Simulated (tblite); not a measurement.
C5H7N2O2 (charge -1).
Atom-mapped SMILES: `[CH3:1][O:2][c:3]1[cH:4][n-:5][n:6][c:7]1[O:8][CH3:9]` (hydrogens: H10, H11, H12 on C1; H13 on C4; H14, H15, H16 on C9)
Bond orders are those of one Lewis drawing.

Computed with GFN2-xTB (tblite), gas phase: L-BFGS steps from a force-field or distance-geometry start until the largest atomic force falls under 0.01 eV/Å.

Step 15: E = -773.7554 eV
```
atom  x, y, z in Å  |  force x, y, z in eV/Å
C1     -1.5317   -1.8550   -0.3273    0.007   0.011   0.024
O2     -0.9005   -1.6048    0.8959   -0.023   0.016   0.018
C3     -0.4896   -0.2617    1.0118   -0.044   0.060  -0.052
C4     -0.9207    0.6942    1.9346    0.016  -0.026  -0.049
N5     -0.3221    1.8607    1.6990    0.012  -0.022   0.032
N6      0.4821    1.7226    0.6291   -0.010   0.009   0.018
C7      0.3888    0.4673    0.2036    0.012  -0.006   0.023
O8      1.0853   -0.0153   -0.9051    0.005  -0.005   0.017
C9      2.0407    0.8839   -1.3875   -0.012  -0.046  -0.003
H10    -2.3469   -1.1380   -0.5039   -0.010  -0.029  -0.042
H11    -1.9483   -2.8670   -0.2840    0.038   0.014   0.018
H12    -0.8241   -1.7902   -1.1651   -0.012   0.031   0.015
H13    -1.6142    0.5767    2.7547    0.051  -0.010  -0.043
H14     2.7442    1.1712   -0.5967   -0.038   0.032  -0.026
H15     1.5751    1.7973   -1.7804   -0.005  -0.037   0.071
H16     2.5744    0.3672   -2.1900    0.014   0.007  -0.020
```

Step 16: E = -773.7564 eV
```
atom  x, y, z in Å  |  force x, y, z in eV/Å
C1     -1.5322   -1.8565   -0.3266    0.009   0.017   0.012
O2     -0.9048   -1.6039    0.8981   -0.026   0.044   0.003
C3     -0.4919   -0.2600    1.0106   -0.034   0.037  -0.054
C4     -0.9195    0.6967    1.9340    0.010  -0.043  -0.050
N5     -0.3164    1.8611    1.7018    0.021  -0.036  -0.003
N6      0.4874    1.7208    0.6321    0.018  -0.003  -0.012
C7      0.3911    0.4657    0.2041   -0.005   0.002   0.024
O8      1.0851   -0.0177   -0.9075    0.001   0.027   0.056
C9      2.0399    0.8835   -1.3883   -0.013  -0.033   0.004
H10    -2.3503   -1.1431   -0.5054   -0.007  -0.027  -0.039
H11    -1.9452   -2.8702   -0.2875    0.042   0.014   0.033
H12    -0.8228   -1.7879   -1.1628   -0.012   0.032   0.017
H13    -1.6158    0.5814    2.7506    0.031  -0.017  -0.010
H14     2.7411    1.1718   -0.5945   -0.045   0.016  -0.056
H15     1.5712    1.7976   -1.7774    0.010  -0.054   0.065
H16     2.5752    0.3697   -2.1928   -0.001   0.023   0.008
```

Step 17: E = -773.7575 eV
```
atom  x, y, z in Å  |  force x, y, z in eV/Å
C1     -1.5326   -1.8578   -0.3257    0.006   0.017  -0.007
O2     -0.9101   -1.6022    0.9006   -0.028   0.063  -0.015
C3     -0.4952   -0.2579    1.0081   -0.017   0.004  -0.043
C4     -0.9180    0.6989    1.9326   -0.002  -0.039  -0.034
N5     -0.3097    1.8608    1.7049    0.026  -0.036  -0.034
N6      0.4938    1.7187    0.6353    0.048  -0.010  -0.033
C7      0.3938    0.4640    0.2051   -0.017   0.011   0.008
O8      1.0849   -0.0201   -0.9090    0.000   0.034   0.079
C9      2.0387    0.8824   -1.3890   -0.012  -0.012   0.013
H10    -2.3542   -1.1492   -0.5078   -0.008  -0.021  -0.032
H11    -1.9407   -2.8734   -0.2906    0.043   0.007   0.046
H12    -0.8216   -1.7848   -1.1598   -0.006   0.032   0.016
H13    -1.6169    0.5865    2.7457    0.005  -0.028   0.026
H14     2.7369    1.1728   -0.5931   -0.032  -0.001  -0.066
H15     1.5671    1.7972   -1.7728    0.011  -0.052   0.042
H16     2.5760    0.3730   -2.1958   -0.017   0.030   0.033
```

Step 18: E = -773.7586 eV
```
atom  x, y, z in Å  |  force x, y, z in eV/Å
C1     -1.5330   -1.8590   -0.3248   -0.002   0.014  -0.027
O2     -0.9164   -1.5993    0.9031   -0.030   0.062  -0.029
C3     -0.4992   -0.2556    1.0048    0.001  -0.021  -0.023
C4     -0.9165    0.7007    1.9306   -0.016  -0.013  -0.007
N5     -0.3018    1.8598    1.7075    0.024  -0.021  -0.047
N6      0.5016    1.7160    0.6383    0.061  -0.017  -0.035
C7      0.3964    0.4623    0.2062   -0.024   0.018  -0.013
O8      1.0845   -0.0222   -0.9094    0.006   0.011   0.071
C9      2.0370    0.8812   -1.3895   -0.011   0.008   0.020
H10    -2.3586   -1.1563   -0.5110   -0.014  -0.012  -0.025
H11    -1.9349   -2.8768   -0.2931    0.042  -0.003   0.055
H12    -0.8202   -1.7806   -1.1565    0.006   0.031   0.007
H13    -1.6181    0.5918    2.7409   -0.012  -0.037   0.050
H14     2.7320    1.1740   -0.5927    0.000  -0.012  -0.050
H15     1.5629    1.7960   -1.7673   -0.003  -0.030   0.009
H16     2.5765    0.3770   -2.1984   -0.030   0.024   0.046
```

**Question.** Estimate the geometry and energy of step 19. (The exact step hangs on the optimiser's Hessian estimate; all steps are aligned on step 18, rigid shifts and turns removed.)

**Answer.** E = -773.7596 eV, largest force 0.070 eV/Å
```
atom  x, y, z in Å  |  force x, y, z in eV/Å
C1     -1.5334   -1.8598   -0.3245   -0.010   0.009  -0.038
O2     -0.9228   -1.5959    0.9048   -0.029   0.042  -0.034
C3     -0.5026   -0.2537    1.0015    0.009  -0.024   0.003
C4     -0.9154    0.7022    1.9288   -0.021   0.018   0.014
N5     -0.2942    1.8585    1.7090    0.014   0.003  -0.037
N6      0.5098    1.7131    0.6405    0.048  -0.017  -0.018
C7      0.3984    0.4608    0.2069   -0.021   0.010  -0.031
O8      1.0844   -0.0240   -0.9087    0.018  -0.027   0.039
C9      2.0351    0.8802   -1.3895   -0.012   0.019   0.023
H10    -2.3629   -1.1630   -0.5144   -0.022  -0.004  -0.023
H11    -1.9289   -2.8799   -0.2943    0.040  -0.011   0.056
H12    -0.8188   -1.7763   -1.1534    0.017   0.027  -0.006
H13    -1.6194    0.5962    2.7373   -0.011  -0.039   0.051
H14     2.7277    1.1749   -0.5931    0.038  -0.014  -0.019
H15     1.5591    1.7946   -1.7623   -0.023   0.000  -0.022
H16     2.5763    0.3812   -2.1998   -0.036   0.007   0.042
```

The energy changes by -0.0009 eV. The first-order estimate −F·Δx gives -0.0013 eV and the mean of the old and new forces, exact on a quadratic surface, -0.0009 eV. The step makes an angle of 73° with the force vector and moves no atom by more than 0.009 Å.

What follows is the cost of the whole relaxation. Hardware: one thread of an Arm Neoverse N1, shared host with 64 logical CPUs at a one-minute load of 52. Cost: 0.56 s wall.
